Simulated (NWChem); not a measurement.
Molecule: GeSiNH6F; SMILES [NH]([SiH2]F)[GeH3]

```xyz
10

Si    -0.4282    -1.6654     0.0115
F      0.6106    -2.4041    -1.0050
N      0.1754    -0.1846     0.6285
Ge     0.0800     1.4928    -0.1378
H     -0.6423    -2.6167     1.1349
H     -1.6571    -1.3904    -0.7772
H      0.7958    -0.2493     1.4313
H      1.4460     1.9193    -0.7104
H     -0.3612     2.5079     0.9333
H     -0.9640     1.3892    -1.2593
```
Atoms are numbered in this order, from 1.

Level: PBE0/def2-SVP (NWChem), optimised geometry, unscaled harmonic frequencies. 

| frequency (cm⁻¹) | IR intensity (km/mol) |
|---|---|
| 57 | 1.1 |
| 71 | 0.2 |
| 173 | 0.7 |
| 299 | 13.3 |
| 399 | 74.9 |
| 525 | 8.5 |
| 582 | 1.1 |
| 643 | 70.6 |
| 749 | 163.9 |
| 814 | 16.4 |
| 842 | 234.9 |
| 862 | 91.9 |
| 870 | 37.7 |
| 895 | 96.2 |
| 929 | 74.8 |
| 955 | 95.7 |
| 985 | 232.3 |
| 1195 | 162.1 |
| 2149 | 140.1 |
| 2159 | 106.6 |
| 2185 | 73.4 |
| 2269 | 118.3 |
| 2281 | 124.1 |
| 3623 | 43.8 |

The zero-point energy comes out as 37.9 kcal/mol and the thermal correction to the enthalpy at 298.15 K (with zero-point energy) is 42.8 kcal/mol. The heat capacity Cv comes out as 23.2 cal/(mol K) and the entropy at 298.15 K and 1 atm (symmetry number 1) is 84.4 cal/(mol K). The dipole moment is 2.05 D.

Rigid rotor and harmonic oscillator; modes under 100 cm⁻¹ make the entropy uncertain.
